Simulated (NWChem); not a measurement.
# TiH3Cl; SMILES [Cl][TiH3]

Q: Give the equilibrium geometry at PBE-D3(BJ)/def2-SVP (NWChem) as an XYZ file, with the point group.

A: point group C3v; any orientation.
```
5

Ti     0.0000     0.0000     0.8343
Cl     0.0000     0.0000    -1.3233
H      1.4856    -0.6397     1.3549
H     -0.1888     1.6064     1.3549
H     -1.2968    -0.9667     1.3549
```
